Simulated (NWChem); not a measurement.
System: CH6GeS; SMILES [S](C)[GeH3]

Here is an NWChem input.

```
start job
memory heap 200 mb stack 900 mb global 1100 mb
geometry units angstroms noautoz
  Ge     0.060425     1.013182     0.000000
  S     -0.688351    -1.078677     0.000000
  C      0.893388    -1.979773     0.000000
  H     -1.187368     1.907775     0.000000
  H      0.917168     1.274855     1.255190
  H      0.917168     1.274855    -1.255190
  H      1.487237    -1.760353    -0.899243
  H      0.643795    -3.049861     0.000000
  H      1.487237    -1.760353     0.899243
end
basis spherical
  * library def2-svp
end
dft
  xc xwpbe 1.00 cpbe96 1.0 hfexch 1.00
  cam 0.35 cam_alpha 0.0 cam_beta 1.0
  iterations 150
  vectors input atomic output neutral.movecs
end
task dft energy
charge 1
dft
  odft
  mult 2
  vectors input atomic output cation.movecs
end
task dft energy
```

NWChem printed, in part:

```
             Northwest Computational Chemistry Package (NWChem) 7.3.0
             --------------------------------------------------------

 CS  symmetry detected

                             Geometry "geometry" -> ""
                             -------------------------

 Output coordinates in angstroms (scale by  1.889725989 to convert to a.u.)

  No.       Tag          Charge          X              Y              Z
 ---- ---------------- ---------- -------------- -------------- --------------
    1 Ge                  32.0000     0.05029829     0.99371369     0.00000000
    2 S                   16.0000    -0.69630011    -1.09892350     0.00000000
    3 C                    6.0000     0.88637589    -1.99837275     0.00000000
    4 H                    1.0000    -1.19842512     1.88700751     0.00000000
    5 H                    1.0000     0.90676848     1.25627824     1.25519000
    6 H                    1.0000     0.90676848     1.25627824    -1.25519000
    7 H                    1.0000     1.47999620    -1.77833479    -0.89924300
    8 H                    1.0000     0.63789677    -3.06871994     0.00000000
    9 H                    1.0000     1.47999620    -1.77833479     0.89924300

 Effective nuclear repulsion energy (a.u.)     262.7139592430

      Symmetry information
      --------------------

 Group name             Cs
 Group number              2
 Group order               2
 No. of unique centers     7

  pbe96 is a nonlocal functional; adding pw91lda local functional.

                                 NWChem DFT Module
                                 -----------------

 Summary of "ao basis" -> "ao basis" (spherical)
 ------------------------------------------------------------------------------
       Tag                 Description            Shells   Functions and Types
 ---------------- ------------------------------  ------  ---------------------
 Ge                         def2-svp                12       32   5s4p3d
 S                          def2-svp                 8       18   4s3p1d
 C                          def2-svp                 6       14   3s2p1d
 H                          def2-svp                 3        5   2s1p

      Symmetry analysis of basis
      --------------------------

        a'         63
        a"         31

            General Information
            -------------------
          SCF calculation type: DFT
          Wavefunction type:  closed shell.
          No. of atoms     :     9
          No. of electrons :    60
           Alpha electrons :    30
            Beta electrons :    30
          Charge           :     0
          Spin multiplicity:     1
          Use of symmetry is: on ; symmetry adaption is: on
          Maximum number of iterations: 150
          AO basis - number of functions:    94
                     number of shells:    44
          Convergence on energy requested:  1.00D-06
          Convergence on density requested:  1.00D-05
          Convergence on gradient requested:  5.00D-04

              XC Information
              --------------
                     Hartree-Fock (Exact) Exchange  1.000
                     LC-wPBE(h)Exchange Functional  1.000
            Perdew 1991 LDA Correlation Functional  1.000 local
           PerdewBurkeErnz. Correlation Functional  1.000 non-local

           Range-Separation Parameters
           ---------------------------
           Alpha           :  0.00
           Beta            :  1.00
           Gamma           :  0.35
           Short-Range HF  :     F

             Grid Information
             ----------------
          Grid used for XC integration:  medium
          Radial quadrature: Mura-Knowles
          Angular quadrature: Lebedev.
          Tag              B.-S. Rad. Rad. Pts. Rad. Cut. Ang. Pts.
          ---              ---------- --------- --------- ---------
          Ge                  1.25      112          11.0       590
          S                   1.00       88           9.0       590
          C                   0.70       49          11.0       434
          H                   0.35       45          13.0       434
          Grid pruning is: on
          Number of quadrature shells:   429
          Spatial weights used:  Erf1

      Superposition of Atomic Density Guess
      -------------------------------------

 Sum of atomic energies:       -2513.01129339

      Non-variational initial energy
      ------------------------------

 Total energy =   -2514.247007
 1-e energy   =   -4020.983635
 2-e energy   =    1244.022669
 HOMO         =      -0.277691
 LUMO         =       0.057362

      Symmetry analysis of molecular orbitals - initial
      -------------------------------------------------

  Numbering of irreducible representations:

     1 a'          2 a"

  Orbital symmetries:

     1 a'          2 a'          3 a'          4 a'          5 a"
     6 a'          7 a'          8 a'          9 a'         10 a'
    11 a'         12 a"         13 a'         14 a"         15 a'
    16 a"         17 a'         18 a'         19 a'         20 a"
    21 a'         22 a'         23 a'         24 a"         25 a'
    26 a'         27 a"         28 a'         29 a'         30 a"
    31 a'         32 a'         33 a'         34 a"         35 a'
    36 a'         37 a"         38 a'         39 a'         40 a'

   convergence    iter        energy       DeltaE   RMS-Dens  Diis-err
 ---------------- ----- ----------------- --------- --------- ---------
 d= 0,ls=0.0,diis     1  -2516.0180141159 -2.78D+03  5.92D-03  3.53D-01
 d= 0,ls=0.0,diis     2  -2516.0546076455 -3.66D-02  1.92D-03  4.25D-02
 d= 0,ls=0.0,diis     3  -2516.0587876326 -4.18D-03  6.56D-04  6.34D-03
 d= 0,ls=0.0,diis     4  -2516.0595930811 -8.05D-04  1.64D-04  3.04D-04
 d= 0,ls=0.0,diis     5  -2516.0596360905 -4.30D-05  5.53D-05  1.50D-05
  Resetting Diis
 d= 0,ls=0.0,diis     6  -2516.0596393208 -3.23D-06  1.61D-05  1.59D-06
 d= 0,ls=0.0,diis     7  -2516.0596395682 -2.47D-07  6.45D-06  2.42D-07

         Total DFT energy =    -2516.059639568246
      One electron energy =    -4022.268695480361
           Coulomb energy =     1355.402017491838
    Exchange-Corr. energy =     -111.906920822687
 Nuclear repulsion energy =      262.713959242963

 Numeric. integr. density =       59.999982322145

                  Occupations of the irreducible representations
                  ----------------------------------------------

                     irrep           alpha         beta
                     --------     --------     --------
                     a'               22.0         22.0
                     a"                8.0          8.0

                       DFT Final Molecular Orbital Analysis
                       ------------------------------------

 Vector   28  Occ=2.000000D+00  E=-4.440109D-01  Symmetry=a'
              MO Center= -3.4D-01,  6.1D-01, -2.9D-14, r^2= 4.1D+00
   Bfn.  Coefficient  Atom+Function         Bfn.  Coefficient  Atom+Function
  ----- ------------  ---------------      ----- ------------  ---------------
    65      0.346518  4 H  s                 12     -0.235289  1 Ge px
    55      0.189456  3 C  py                66      0.189352  4 H  s
    13      0.182779  1 Ge py                41     -0.143005  2 S  py
     9      0.138536  1 Ge px                15     -0.137036  1 Ge px
    44     -0.136943  2 S  py                54     -0.132264  3 C  px

 Vector   29  Occ=2.000000D+00  E=-3.979105D-01  Symmetry=a'
              MO Center= -3.8D-01, -8.1D-01,  5.4D-14, r^2= 3.1D+00
   Bfn.  Coefficient  Atom+Function         Bfn.  Coefficient  Atom+Function
  ----- ------------  ---------------      ----- ------------  ---------------
    43      0.348887  2 S  px                44      0.308629  2 S  py
    40      0.271247  2 S  px                41      0.245529  2 S  py
    13     -0.236628  1 Ge py                36     -0.195229  2 S  s
    35     -0.179921  2 S  s                 37      0.155804  2 S  px
    54     -0.150356  3 C  px                38      0.140359  2 S  py

 Vector   30  Occ=2.000000D+00  E=-3.368813D-01  Symmetry=a"
              MO Center= -4.2D-01, -9.3D-01, -1.4D-15, r^2= 2.4D+00
   Bfn.  Coefficient  Atom+Function         Bfn.  Coefficient  Atom+Function
  ----- ------------  ---------------      ----- ------------  ---------------
    45      0.627353  2 S  pz                42      0.433571  2 S  pz
    39      0.247272  2 S  pz                71     -0.126761  5 H  s
    76      0.126761  6 H  s                 80      0.123481  7 H  s
    90     -0.123481  9 H  s                 56     -0.111216  3 C  pz
    70     -0.108403  5 H  s                 75      0.108403  6 H  s

 Vector   31  Occ=0.000000D+00  E= 9.171005D-02  Symmetry=a'
              MO Center=  1.6D-01,  3.8D-01, -9.8D-16, r^2= 4.8D+00
   Bfn.  Coefficient  Atom+Function         Bfn.  Coefficient  Atom+Function
  ----- ------------  ---------------      ----- ------------  ---------------
    16      1.044139  1 Ge py                53      0.715320  3 C  s
    44      0.692525  2 S  py                36      0.479085  2 S  s
     4     -0.403633  1 Ge s                 66     -0.343285  4 H  s
    81     -0.278939  7 H  s                 91     -0.278939  9 H  s
    86     -0.273596  8 H  s                 13      0.264317  1 Ge py

[...]
```

Level: LC-wPBE (HJS exchange hole, range parameter 0.35 per bohr)/def2-SVP, vertical spin-unrestricted ions. Structure relaxed at the PBE0/def2-SVP level.
